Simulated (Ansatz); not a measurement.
BGaH4O can be A, `B[O][GaH2]`, or B, `O[BH][GaH2]`.

Calculated with Ansatz (gas phase, PBE0-D4/def2-TZVP geometries, no zero-point term in ΔE). CCSD(T)/CBS adds triple-zeta CCSD(T) − MP2 to the extrapolated MP2 energy (def2 sets, frozen cores). DFT in def2-TZVPP. B3LYP here is the variant with VWN-RPA as its local correlation; programs differ in this. For Ga outer-core shells are correlated without core-valence functions, which leaves a few kJ/mol of doubt a bond. Scalar relativity is left out up to krypton. Each species was taken in one conformer, which may not be the lowest.

Q: Which is lower in electronic energy at CCSD(T)/CBS, and by how much? (Best estimate.)

A: Ansatz gave: A, by 20.2 kcal/mol.

Q: Give E(B) − E(A) in kcal/mol with PBE0-D4, r2SCAN-D4, CCSD(T)/def2-SVP, MP2/def2-TZVPP, HF/def2-TZVPP, B3LYP-D4, LDA (SPW92). (Best estimate.)

A: The calculation gave: PBE0-D4 18.1, r2SCAN-D4 20.5, CCSD(T)/def2-SVP 23.1, MP2/def2-TZVPP 22.9, HF/def2-TZVPP 25.4, B3LYP-D4 21.1, LDA (SPW92) 17.1. None reverses the order clearly.

Q: Does the order hold for the free energy at 298.15 K (harmonic terms from PBE0-D4)? (Best estimate.)

A: Computed: Yes: G(B) − G(A) = +22.2 kcal/mol, for one conformer each.

Largest T1 diagnostic: 0.016.

Leaving LDA and LC-ωPBE aside and taking each functional with its dispersion term where it has one, the values, not all of them listed here, spread over 5.2 kcal/mol, from PBE-D4 to BHLYP-D4. In def2-TZVPP, CCSD(T) changes the Hartree–Fock value by −4.1 kcal/mol (the triples alone add −0.2 kcal/mol) and MP2 by −2.5 kcal/mol.
